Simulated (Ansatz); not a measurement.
FGaGeH$_{5}$N, SMILES `[NH2][Ga]([F])[GeH3]`, one more setting.

```yaml
crystal:
  periodic: [false, false, false]
  atoms:
    - {symbol: N, position_ang: [0.548807, 1.933127, -0.617231]}
    - {symbol: Ga, position_ang: [0.714576, 0.162071, -0.312195]}
    - {symbol: F, position_ang: [2.302922, -0.426286, -0.809840]}
    - {symbol: Ge, position_ang: [-0.862881, -1.407380, 0.631595]}
    - {symbol: H, position_ang: [-0.272467, 2.473160, -0.408287]}
    - {symbol: H, position_ang: [1.286264, 2.486911, -1.019734]}
    - {symbol: H, position_ang: [-1.177334, -2.516450, -0.383270]}
    - {symbol: H, position_ang: [-0.276519, -2.052436, 1.896040]}
    - {symbol: H, position_ang: [-2.174970, -0.699017, 1.005821]}
basis:
  gaussian: {orbitals: def2-mTZVPP}
hamiltonian: {xc: {name: CAM-B3LYP}}
output: {forces: true}
```

```sh
$ ansatz run in.yaml --threads 4 --pin off --events-out ev --progress --plain --max-ram 10444MiB
```

It prints (some lines left out):

```
Functional definition: CAM-B3LYP
1340 factors; integrals over basis functions are off by at most 1.1e-3 eV
410 factors; integrals over basis functions are off by at most 8.9e-6 eV
mean field evaluation 1: about -113185.4130 eV, gradient 7.2e1 eV
mean field evaluation 2: about -113175.0926 eV, gradient 1.0e2 eV
mean field evaluation 4: about -113193.6098 eV, gradient 2.5e0 eV
mean field evaluation 8: about -113193.6441 eV, gradient 1.9e-1 eV
mean field evaluation 16: about -113193.6442 eV, gradient 9.9e-5 eV
mean field -113193.64420100 eV, -4159.7896989790 hartree, gradient 1.9e-5 eV, S^2 0.000000; 0 other end points of the search recorded, 0 dependent functions left out
reference -113193.64432682 eV, -4159.7897036029 hartree; 42, 42 occupied and 103, 103 virtual orbitals, 1340 factors
Total energy: -113193.64432682 eV, -4159.7897036029 hartree
Atom 0 at     0.548807     1.933127    -0.617231 Å, force     0.020722    -0.021678    -0.003226 eV/Å
Atom 1 at     0.714576     0.162071    -0.312195 Å, force    -0.167101    -0.062560     0.079371 eV/Å
Atom 2 at     2.302922    -0.426286    -0.809840 Å, force     0.126894    -0.033065    -0.042880 eV/Å
Atom 3 at    -0.862881    -1.407380     0.631595 Å, force    -0.070557    -0.077638     0.042862 eV/Å
Atom 4 at    -0.272467     2.473160    -0.408287 Å, force    -0.021118     0.050323    -0.002226 eV/Å
Atom 5 at     1.286264     2.486911    -1.019734 Å, force     0.013009     0.048562    -0.015662 eV/Å
Atom 6 at    -1.177334    -2.516450    -0.383270 Å, force     0.028952     0.102174     0.093698 eV/Å
Atom 7 at    -0.276519    -2.052436     1.896040 Å, force    -0.053604     0.059845    -0.116740 eV/Å
Atom 8 at    -2.174970    -0.699017     1.005821 Å, force     0.122803    -0.065964    -0.035197 eV/Å
Dipole moment:    -0.485674     0.278714     0.132110 e Å
```

Hardware: 4 threads of an Arm Neoverse V2 on a shared host. Wall time 2.7 s, peak host memory 0.43 GiB.
